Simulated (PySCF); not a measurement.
## Correlation energy of In⁺ (indium, charge +1)

[Kr] 4d10 5s1 5p1, high-spin 3P determinant (an excited configuration). Calculation: PySCF 2.14, in aug-cc-pVTZ-DK3 (8s7p5d2f, 68 functions); scalar relativity by spin-free X2C-1e. Frozen: [Kr] 4d10; 2 electrons correlated.

Total MP2 correlation energy: -2.12 mhartree.

Same-spin part -2.12 and opposite-spin part 0.00 mhartree; SCS-MP2 scales them by 1/3 and 6/5 to -0.71 mhartree.
